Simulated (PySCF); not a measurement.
## How methods differ on the ionisation energy of N(4+)

N(4+) [He] 2s1 (2S) → N(5+) 1s2 (1S), as a difference of total energies. Computed with PySCF 2.14 in an uncontracted even-tempered set (20 s from 0.2 bohr⁻², ratio 2.2; 9 p from 0.37 bohr⁻², ratio 2.4; 6 d from 1.1 bohr⁻², ratio 2.4; 5 f from 1.7 bohr⁻², ratio 2.4; 5 g from 2.5 bohr⁻², ratio 2.4), with the spin-free X2C one-electron Hamiltonian (Gaussian nucleus). Correlated levels: nothing frozen; virtual orbitals above 40 to 60 times the deepest correlated orbital energy dropped. The calculations carry no spin-orbit coupling.

```
                 method  ionisation energy (eV)
                    UHF                  97.773
                    LDA                  97.694
                    PBE                  98.428
                   PBE0                  98.327
                 r2SCAN                  97.746
                r2SCANh                  97.782
                 revPBE                  98.448
    MP2 (all electrons)                  97.890
SCS-MP2 (all electrons)                  97.879
```

**Question.** How much does correlation contribute at MP2 (all electrons)?

**Answer.** 97.890 − (97.773) = 0.117 eV, measured against UHF.

For comparison: 97.890 eV (measured; NIST Atomic Spectra Database, ionization energies).
